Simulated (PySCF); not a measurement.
## Computed properties of Cd(Cl)(OSiH3) (CdClH3OSi), SMILES [SiH3][O][Cd][Cl]

CdClH3OSi, SMILES [SiH3][O][Cd][Cl]. Coordinates come from a PBE0-D3(BJ)/def2-SVP optimisation. The def2 effective core potentials stand for the cores of Cd; spin–orbit coupling is left out. Other conformers were not sampled. All values are computed for the isolated molecule unless a solvent is named; none is compared with measurement here.

**Structure.** The optimised structure has Cs symmetry. All 15 harmonic modes at PBE0-D3(BJ)/def2-SVP (PySCF) are real, so it is a minimum. With heavy atoms numbered as in [Cd:1]([Cl:2])[O:3][SiH3:4], the shortest bond between them is O3–Si4 at 1.648 Å and the longest Cd1–Cl2 at 2.269 Å.

**Vibrations.** The strongest infrared lines (harmonic, unscaled, degenerate partners summed) lie at 995 cm⁻¹ (429 km/mol, O 75 %, Si 22 %), 1007 cm⁻¹ (354 km/mol, H 92 %, Si 8 %), 2187 cm⁻¹ (193 km/mol, H 96 %). The softest mode is at 44 cm⁻¹ and the zero-point energy is 18.8 kcal/mol.

**Electronic structure.** HF/def2-TZVPD (PySCF) places the frontier levels at -11.84 and 0.69 eV, a gap of 12.53 eV, and gives a dipole moment of 0.30 D and a mean polarisability of 64.4 bohr³. PBE/def2-TZVPD (PySCF) at the same geometry gives -6.95 and -3.11 eV, so its gap is 8.69 eV narrower. An orbital gap is neither the optical nor the fundamental gap.

**Excitations.** TDA-B3LYP/def2-SVPD (PySCF) has S1 at 4.55 eV (272 nm, f = 0.002, dark); the most intense of the 10 singlets computed lies at 6.78 eV (f = 0.05). T1 (TDA) is at 4.25 eV, 0.30 eV under S1. TDA-PBE/def2-SVPD (PySCF) puts S1 at 3.94 eV. No vertical singlet excitation falls in the visible range (under 3.1 eV).
